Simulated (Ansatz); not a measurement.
`CO[SiH2]C[SiH3]`, relaxed with RKS PBE-D4/def2-SVP in Ansatz 0.2.0 from a rough embedded geometry. The force threshold is 0.03 eV/Å; the program also tests the step.

The species carries charge 0 and has multiplicity 1.

Start:

```xyz
15

C     2.686    1.075    0.300
O     1.779    0.083    0.516
Si    0.221    0.299   -0.024
C    -0.866   -1.232    0.249
Si   -2.518   -0.818   -0.366
H     2.378    2.068    0.804
H     3.655    0.825    0.714
H     2.834    1.325   -0.799
H     0.342    0.523   -1.532
H    -0.313    1.483    0.584
H    -0.861   -1.390    1.386
H    -0.408   -2.108   -0.183
H    -3.092    0.426    0.299
H    -3.382   -1.948   -0.117
H    -2.456   -0.612   -1.831
```

(1) By how much does the energy fall, and how many steps does the optimiser take? (An estimate is asked.)

(2) Which bonds change most? (An estimate is asked.)

(3) Give the relaxed structure. (An estimate is asked.)

## Answers

(1) The calculation gave: 9.70 kcal/mol, in 4 steps.

(2) Ansatz gave: C4–Si5 from 1.811 to 1.895 Å; Si3–H10 from 1.434 to 1.510 Å; Si5–H14 from 1.444 to 1.505 Å; C1–O2 from 1.362 to 1.413 Å.

(3) The calculation gave: 
```xyz
15

C     2.820    1.061    0.353
O     1.761    0.132    0.467
Si    0.217    0.433   -0.132
C    -0.841   -1.071    0.240
Si   -2.635   -0.939   -0.355
H     2.598    2.024    0.872
H     3.726    0.625    0.822
H     3.066    1.297   -0.709
H     0.275    0.680   -1.621
H    -0.367    1.662    0.523
H    -0.843   -1.243    1.338
H    -0.374   -1.962   -0.232
H    -3.321    0.233    0.295
H    -3.401   -2.188   -0.014
H    -2.681   -0.745   -1.848
```
